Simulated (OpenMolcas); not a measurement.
# Lines of Sb I: computed and rescaled rates

```json
{"Program": "OpenMolcas 26.06", "Method": "SS-CASPT2, IPEA 0.25 Eh, imaginary shift 0.1 Eh (closed shells correlated: 4d 5s)", "Basis": "ANO-R3 [8s7p5d3f2g1h]", "Scalar Hamiltonian": "X2C, finite nucleus", "Active space": "3 electrons in 3 orbitals (5p)", "State averaging": "2S+1 = 4 odd, 1 root; 2S+1 = 2 odd, 8 roots", "Spin-orbit coupling": "state interaction with AMFI integrals over the reference wave functions, term energies averaged over their components"}
```

Rates come from the transition moments of the reference wave functions (E1 and E2 in the length form). At fixed line strength A goes as λ^-3 for E1 and M1 and as λ^-5 for E2, so a rate at the computed wavelength can be rescaled to the measured one. Measured vacuum wavelengths follow from level energies in NIST Handbook of Basic Atomic Spectroscopic Data. Branching counts decays inside the model space alone, at computed energies, and the table is only a selection of the E2 and M1 lines, drawn from those between levels with measured partners whose computed energy lies within a factor of 1.5 of the measured one.

```tsv
Upper	Lower	Type	λ computed (nm)	λ measured (nm)	A computed (s-1)	A rescaled (s-1)	Branching %
5s2 5p3 2P* 3/2	5s2 5p3 4S* 3/2	M1	528.6	541.6	4.69e+00		51.4
5s2 5p3 2P* 3/2	5s2 5p3 2D* 3/2	M1	1049	1005	2.74e+00		30.1
5s2 5p3 2P* 1/2	5s2 5p3 4S* 3/2	M1	573.8	609.9	2.55e+00		65.7
5s2 5p3 2P* 3/2	5s2 5p3 2D* 5/2	M1	1176	1161	1.11e+00		12.1
5s2 5p3 2P* 1/2	5s2 5p3 2D* 3/2	M1	1243	1269	9.73e-01		25.1
5s2 5p3 2D* 3/2	5s2 5p3 4S* 3/2	M1	1066	1175	6.61e-01		98.8
5s2 5p3 2P* 3/2	5s2 5p3 2D* 5/2	E2	1176	1161	3.62e-01	3.86e-01	4.0
5s2 5p3 2P* 1/2	5s2 5p3 2D* 3/2	E2	1243	1269	2.40e-01	2.16e-01	6.2
5s2 5p3 2P* 3/2	5s2 5p3 2D* 3/2	E2	1049	1005	1.88e-01	2.33e-01	2.1
5s2 5p3 2P* 1/2	5s2 5p3 2D* 5/2	E2	1427	1529	9.06e-02	6.42e-02	2.3
5s2 5p3 2P* 1/2	5s2 5p3 4S* 3/2	E2	573.8	609.9	2.92e-02		0.8
5s2 5p3 2D* 5/2	5s2 5p3 4S* 3/2	M1	959.8	1015	2.77e-02		47.1
5s2 5p3 2D* 5/2	5s2 5p3 4S* 3/2	E2	959.8	1015	2.05e-02		34.7
5s2 5p3 2D* 5/2	5s2 5p3 2D* 3/2	M1	9651	7452	1.07e-02	2.32e-02	18.2
5s2 5p3 2D* 3/2	5s2 5p3 4S* 3/2	E2	1066	1175	8.35e-03		1.2
```

Spin-changing lines and M1 lines between different terms are not rescaled, since their strength hangs on the term gaps too.

The largest correction is for 5s2 5p3 2D* 5/2 → 5s2 5p3 2D* 3/2 (M1): 1.07e-02 × (9651 / 7452)^3 = 2.32e-02 s-1, a factor of 2.17.

No measured rate stands beside these. Rescaling mends the energy factor alone: line strengths can still be far off where a level mixes with configurations outside the active space, and weak or spin-changing lines hang on small mixing coefficients that depend on the term gaps too, so rescaling need not improve them.

CASPT2 does not keep the components of a term degenerate, so their means are used; among the terms shown or strongly mixed into the levels shown the widest spread is 180 cm-1 (5s2 5p3 2D*). With the s shell closed, the reference lacks s² → p² mixing. Measured partners are found by configuration, term and J. A level has none where our copy of the source lacks it or the pairing is in doubt (some pairs that miss far off the trend of their configuration count as doubtful). Only configurations of the active space appear.

* marks odd parity.
